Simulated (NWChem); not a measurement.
CHBr2Cl; SMILES ClC(Br)Br

Program: NWChem. Pople sets run with spherical d functions. This build's default masses of Se (78.918 u) and Br (79.917 u) are each other's, which moves their modes by up to 0.6 %. B3LYP is NWChem's, with the RPA form of VWN correlation. Each level has its own optimisation; frequencies are unscaled.

```json
[
 {"level": "Hartree-Fock/STO-3G", "r C–Cl (Å)": "1.828", "r Br–C (Å)": "1.919", "r C–H (Å)": "1.095", "highest harmonic frequency (cm⁻¹)": "3625", "lowest (cm⁻¹)": "194", "zero-point energy (kcal/mol)": "14.0", "dipole (D)": "1.69"},
 {"level": "Hartree-Fock/3-21G", "r C–Cl (Å)": "1.858", "r Br–C (Å)": "1.962", "r C–H (Å)": "1.068", "highest harmonic frequency (cm⁻¹)": "3421", "lowest (cm⁻¹)": "174", "zero-point energy (kcal/mol)": "12.5", "dipole (D)": "1.66"},
 {"level": "Hartree-Fock/6-31G*", "r C–Cl (Å)": "1.758", "r Br–C (Å)": "1.932", "r C–H (Å)": "1.070", "highest harmonic frequency (cm⁻¹)": "3415", "lowest (cm⁻¹)": "182", "zero-point energy (kcal/mol)": "12.9", "dipole (D)": "1.19"},
 {"level": "B3LYP/6-31G*", "r C–Cl (Å)": "1.776", "r Br–C (Å)": "1.961", "r C–H (Å)": "1.084", "highest harmonic frequency (cm⁻¹)": "3216", "lowest (cm⁻¹)": "162", "zero-point energy (kcal/mol)": "11.7", "dipole (D)": "1.13"},
 {"level": "LDA (Slater exchange, VWN5)/def2-SVP", "r C–Cl (Å)": "1.749", "r Br–C (Å)": "1.926", "r C–H (Å)": "1.106", "highest harmonic frequency (cm⁻¹)": "3088", "lowest (cm⁻¹)": "163", "zero-point energy (kcal/mol)": "11.3", "dipole (D)": "0.97"},
 {"level": "PBE/def2-SVP", "r C–Cl (Å)": "1.771", "r Br–C (Å)": "1.955", "r C–H (Å)": "1.102", "highest harmonic frequency (cm⁻¹)": "3107", "lowest (cm⁻¹)": "159", "zero-point energy (kcal/mol)": "11.2", "dipole (D)": "0.96"},
 {"level": "BLYP/def2-SVP", "r C–Cl (Å)": "1.789", "r Br–C (Å)": "1.981", "r C–H (Å)": "1.099", "highest harmonic frequency (cm⁻¹)": "3105", "lowest (cm⁻¹)": "154", "zero-point energy (kcal/mol)": "11.1", "dipole (D)": "0.95"},
 {"level": "PBE0/def2-SVP", "r C–Cl (Å)": "1.757", "r Br–C (Å)": "1.931", "r C–H (Å)": "1.094", "highest harmonic frequency (cm⁻¹)": "3201", "lowest (cm⁻¹)": "?", "zero-point energy (kcal/mol)": "11.8", "dipole (D)": "?"}
]
```

Question: Some entries are withheld; supply them.

Answer: 
- PBE0/def2-SVP, lowest (cm⁻¹): 169
- PBE0/def2-SVP, dipole (D): 1.01
